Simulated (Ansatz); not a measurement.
Conformers of `O[SiH2][CH2][GeH3]`, each relaxed with PBE0-D4/def2-TZVP in Ansatz. CBS adds the triple-zeta coupled-cluster correction to the MP2 limit.

Outer-core shells of Ge are correlated without core-valence functions. Scalar relativity is left out up to krypton. Spin–orbit coupling is left out.

Not all of them had a frequency check.

Conformer A:

```xyz
12

O     0.471   -2.327   -1.215
Si   -0.343   -0.943   -0.830
C     0.678   -0.023    0.412
Ge   -0.122    1.665    1.007
H     0.069   -2.917   -1.854
H    -0.558   -0.105   -2.044
H    -1.684   -1.263   -0.261
H     0.837   -0.651    1.292
H     1.660    0.200   -0.016
H    -1.483    1.403    1.674
H     0.806    2.352    2.024
H    -0.329    2.608   -0.191
```

Conformer B:

Z-matrix (Å, degrees):
```
Si
C 1 1.861
O 1 1.651 2 112.2
H 1 1.483 2 109.7 3 116.4
H 1 1.492 2 109.8 3 -122.9
Ge 2 1.962 1 113.6 3 -46.4
H 2 1.094 1 110.8 3 75.7
H 2 1.095 1 108.7 3 -167.0
H 3 0.957 1 118.2 2 -72.4
H 6 1.537 2 110.0 1 72.4
H 6 1.538 2 110.2 1 -47.9
H 6 1.540 2 110.0 1 -167.9
```

Which is lowest in electronic energy at CCSD(T)/CBS (frozen core, def2 sets), and by how much? (Estimate.)

Ansatz gave: A; B lies 2.0 kJ/mol higher.

Give the energies relative to A (kJ/mol) with PBE0-D4/def2-TZVPP, B3LYP-D4/def2-TZVPP, B2PLYP/def2-TZVPP, r2SCAN/def2-TZVPP, SCS-MP2/def2-TZVPP, CCSD/def2-TZVPP, CCSD/CBS(def2). (Best estimate.)

Ansatz gave: 
| level | B |
| --- | --- |
| PBE0-D4/def2-TZVPP | 1.5 |
| B3LYP-D4/def2-TZVPP | 0.9 |
| B2PLYP/def2-TZVPP | 2.0 |
| r2SCAN/def2-TZVPP | 1.8 |
| SCS-MP2/def2-TZVPP | 1.8 |
| CCSD/def2-TZVPP | 1.8 |
| CCSD/CBS(def2) | 2.2 |

B3LYP here is the variant with VWN-RPA as its local correlation; programs differ in this.
